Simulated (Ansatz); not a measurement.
CH3NO2Si can be A, `N=C1O[SiH]1O`, or B, `OC1=N[SiH]1O`.

Gas-phase electronic energies from Ansatz, PBE0-D4/def2-TZVP geometries. CCSD(T)/CBS adds triple-zeta CCSD(T) − MP2 to the extrapolated MP2 energy (def2 sets, frozen cores). Functionals use def2-TZVPP. One conformer a species, not always the lowest.

A:

Z-matrix (Å, degrees):
```
Si
O 1 1.619
C 1 1.786 2 125.8
O 1 1.679 2 120.0 3 58.0
H 1 1.469 2 106.4 3 -164.6
H 2 0.960 1 119.0 3 -13.4
N 3 1.244 1 166.9 2 -75.1
H 7 1.023 3 111.7 1 175.5
```

B:

Z-matrix (Å, degrees):
```
Si
O 1 1.627
C 1 1.764 2 126.2
N 1 1.750 2 122.7 3 -52.8
H 1 1.469 2 105.6 3 160.1
H 2 0.960 1 118.0 3 21.5
O 3 1.320 1 163.4 2 73.6
H 7 0.973 3 107.2 1 -174.4
```

Task: Which is lower in electronic energy at CCSD(T)/CBS, and by how much? (Best estimate.)

Result: Computed: A, by 8.0 kcal/mol.

Task: Give E(B) − E(A) in kcal/mol with CCSD(T)/def2-TZVPP, PBE-D4, CCSD(T)/def2-SVP, r2SCAN-D4, CCSD/def2-TZVPP, HF/def2-TZVPP, BLYP-D4. (Best estimate.)

Result: The calculation gave: CCSD(T)/def2-TZVPP 8.3, PBE-D4 9.2, CCSD(T)/def2-SVP 5.7, r2SCAN-D4 9.4, CCSD/def2-TZVPP 7.8, HF/def2-TZVPP 5.3, BLYP-D4 10.9. None reverses the order clearly.

Task: Does the order hold for the free energy at 298.15 K (harmonic terms from PBE0-D4)? (Estimate.)

Result: Ansatz gave: Yes: G(B) − G(A) = +8.4 kcal/mol, for one conformer each.

Largest T1 diagnostic: 0.016.

At CCSD(T), def2-SVP lies −2.3 kcal/mol from the extrapolated value and def2-TZVPP +0.3 kcal/mol. From r2SCAN to r2SCAN0 (25 % exact exchange), in def2-TZVPP and without D4, E(B) − E(A) moves by −1.9 kcal/mol.
